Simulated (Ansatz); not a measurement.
Basis-set extrapolation for `[CH]=C[SiH](O)O` radical (PBE0-D4/def2-TZVP geometry, frozen core, Ansatz). Multiplicity 2, UHF reference.

```json
{"": "HF", "def2-TZVPP": "-517.452886", "def2-QZVPP": "-517.473011"}
{"": "MP2 correlation", "def2-TZVPP": "-0.875114", "def2-QZVPP": "-0.943516"}
{"": "CCSD(T) correlation", "def2-TZVPP": "-0.952397", "def2-QZVPP": "not run"}
```

Energies in hartree. Use E(X) = E(∞) + A·exp(−7.88·√X) for Hartree–Fock and E(X) = E(∞) + B·X^(−2.97) for correlation, with X = 3 and 4, and add CCSD(T) minus MP2 of the smaller set to the MP2 limit.

Problem. What is the CCSD(T) energy at the basis-set limit?

Solution. HF limit: -517.473011 + (-0.020125) × 0.13774 = -517.47578. MP2 limit: -0.943516 + (-0.068402) × 0.74074 = -0.99418. Higher-order term: -0.952397 − (-0.875114) = -0.07728. Total: -518.54724 hartree, 372.7 kJ/mol below CCSD(T)/def2-TZVPP.

The UHF reference is spin-contaminated (⟨S²⟩ = 0.92, T1 = 0.028).
